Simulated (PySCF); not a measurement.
# Electron correlation in Al³⁺ (aluminium, charge +3)

[Ne], closed-shell 1S. Computed with PySCF 2.14 in x2c-QZVPPall, with scalar relativity by spin-free X2C-1e. Frozen: 1s2; 8 electrons correlated.

| level | correlation energy (mhartree) |
| --- | --- |
| CCSD | -154.23 |
| (T) | -0.99 |
| CCSD(T) | -155.22 |

Diagnostics: T1 = 0.0029, D1 = 0.0046, largest double amplitude 0.010.

Cost of the coupled-cluster step: roughly 3 core-seconds, for 8 correlated electrons.

This basis was not built for core-valence correlation, so the inner-shell part is incomplete.
